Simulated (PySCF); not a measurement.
Core-level binding energies of `CC(C)P([SiH3])CN(C)C`

Species: C6H18NPSi.
Geometry (PBE0-D3(BJ)/def2-SVP, Å), atoms numbered from 1 in this order:
```
atom  x, y, z in Å
C1    -2.972   -0.301    0.599
C2    -1.542   -0.459    0.096
C3    -0.829   -1.616    0.789
P4    -0.566    1.127    0.374
Si5   -1.718    2.542   -0.957
C6     0.874    0.863   -0.807
N7     1.889   -0.008   -0.259
C8     2.789   -0.502   -1.270
C9     2.586    0.569    0.863
H10   -3.539    0.454    0.032
H11   -2.989   -0.005    1.660
H12   -3.516   -1.256    0.511
H13   -1.563   -0.651   -0.992
H14   -0.822   -1.468    1.882
H15   -1.348   -2.567    0.581
H16    0.216   -1.696    0.457
H17   -2.945    3.032   -0.261
H18   -2.126    1.904   -2.253
H19   -0.842    3.717   -1.258
H20    0.497    0.413   -1.741
H21    1.278    1.868   -1.076
H22    3.388    0.301   -1.756
H23    3.493   -1.222   -0.824
H24    2.226   -1.026   -2.057
H25    3.194    1.460    0.583
H26    1.864    0.883    1.632
H27    3.261   -0.176    1.311
```

Theory: delta-SCF UKS SCAN, pcX-2 on the ionised atom, pcseg-1 elsewhere, spin-free X2C in PySCF 2.14.0. Each binding energy is the total energy of the core-ionised species, with the hole localised on one atom, minus that of the ground state; both are solved self-consistently, so orbital relaxation is included.

Task: List the computed XPS lines with their assignment.

Result: 
```tsv
atom(s)	bonded to	level	binding energy (eV)	2p1/2 (eV)	above the level's lowest (eV)	count
P4	2 C and Si	P 1s	2148.83	–	0.00	1
Si5	3 H and P	Si 1s	1846.04	–	0.00	1
N7	3 C	N 1s	404.55	–	0.00	1
C8/C9	N and 3 H	C 1s	291.25	–	+1.01	2
C6	N, 2 H and P	C 1s	290.92	–	+0.68	1
C1/C3	C and 3 H	C 1s	290.40	–	+0.16	2
C2	2 C, H and P	C 1s	290.24	–	0.00	1
P4	2 C and Si	P 2p3/2	135.31	136.20	0.00	1
Si5	3 H and P	Si 2p3/2	106.29	106.91	0.00	1
```

The listed C 1s values span 1.01 eV, from C2 (bonded to 2 C, H and P) to C8/C9 (bonded to N and 3 H).

Task: Give the binding energy of C 1s of C2 in hartree and in kJ/mol.

Result: 290.24 eV = 10.6661 Eh = 28004 kJ/mol.

Topologically equivalent atoms share the value of their first member; where this conformer doesn't relate them by symmetry, their own values could differ. The 2p values aren't plain energy differences: one relaxed spin-free 2p hole is combined with a matrix within the shell (ground-state 2p orbital-energy differences and spin–orbit coupling). 2p3/2, the mean of its two sublevels, lies a third of the splitting below the shell's mean and 2p1/2 two thirds above it; the statistical areas are 2:1. 2p1/2 minus 2p3/2 (ligand field included): P 0.89 eV, Si 0.62 eV. The structure is a single PBE0-D3(BJ)/def2-SVP conformer in the gas phase; no vibrational or solvent corrections.
